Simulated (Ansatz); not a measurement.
Consider the redistribution: `CC(C)[O][Sn][OH]` + `CC1=CC(C)=[O+][B-](O)(F)O1` → `CC1=CC(C)=[O+][Sn-]([OH])[O]1` + `CC(C)OB(O)F`.

Isolated molecules relaxed with PBE0-D4/def2-TZVP in Ansatz; ΔE leaves out vibrations. CCSD(T)/CBS is the MP2 limit (def2-TZVPP, def2-QZVPP) plus CCSD(T) − MP2 in def2-TZVPP, frozen cores. Functionals use def2-TZVPP. B3LYP here is the variant with VWN-RPA as its local correlation; programs differ in this. Elements past krypton have def2 core potentials. For Sn outer-core shells are correlated without core-valence functions, which leaves a few kJ/mol of doubt a bond. Each species was taken in one conformer, which may not be the lowest.

```csv
level,ΔE (kcal/mol),difference from CCSD(T)/CBS
PBE-D4,-18.0,2.2
r2SCAN-D4,-19.0,1.2
PBE0-D4,-18.9,1.3
B3LYP-D4,-20.8,-0.6
ωB97X-V,-19.6,0.6
PBE,-17.9,2.3
r2SCAN,-19.0,1.2
PBE0,-18.8,1.4
B3LYP,-20.6,-0.4
HF/def2-TZVPP,-25.1,-4.9
SCS-MP2/def2-TZVPP,-20.2,0.0
CCSD(T)/def2-TZVPP,-19.2,1.0
SCS-MP2/def2-QZVPP,-21.0,-0.8
HF/CBS(def2),-25.5,-5.3
MP2/CBS(def2),-20.3,-0.1
CCSD/CBS(def2),-21.1,-0.9
CCSD(T)/CBS,-20.2,0
```

Largest T1 diagnostic among the species: 0.017.

In def2-TZVPP, CCSD(T) changes the Hartree–Fock value by +5.9 kcal/mol (the triples alone add +0.8 kcal/mol) and MP2 by +5.8 kcal/mol. From PBE to PBE0 (25 % exact exchange), in def2-TZVPP and without D4, ΔE moves by −0.9 kcal/mol.
